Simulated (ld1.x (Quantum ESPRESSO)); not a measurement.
antimony: excitation energies, all-electron against TM

Sb, norm-conserving Troullier–Martins (Kleinman–Bylander form), made with ld1.x (Quantum ESPRESSO) 7.5 (PBE, fully relativistic). Core [Kr], reference 4d10 5s2 5p2.75 (charge +0.25). Waves: 5p (bound): rc 2.00 bohr; 4d (bound): rc 1.00 bohr; 5s (bound): rc 1.60 bohr. Local part: the s channel. Core correction: none.

Open shells are filled in proportion to 2j + 1 (rel_dist='average').

Energies are relative to the spin-unpolarised reference configuration 4d10 5s2 5p2.75; without spin polarisation the order of configurations can differ from experiment.

```csv
valence configuration,charge,ΔE all-electron (eV),error AE − PS (meV)
4d10 5s2 5p3,0,-1.419,+0.1
4d9 5s2 5p3,+1,39.290,-290
4d10 5s1 5p3,+1,15.619,+3.7
4d10 5s1 5p0,+4,91.633,+102
4d9 5s2 5p4,0,29.656,-355
```

Q: What are ΔE and the potential's error for 4d10 5s2 5p1?

A: ΔE = 22.903 eV all-electron; the error (AE − PS) is +6.8 meV.

Q: What are ΔE and the potential's error for 4d10 5s2 5p2?

A: ΔE = 6.914 eV all-electron; the error (AE − PS) is +0.9 meV.

Levels in the configuration 4d10 5s2 5p1:

```tsv
level	all-electron (eV)	pseudo (eV)
4d j=3/2	-52.582	-52.435
4d j=5/2	-51.332	-51.192
5s j=1/2	-29.405	-29.385
5p j=1/2	-20.683	-20.670
5p j=3/2	-19.807	-19.798
```
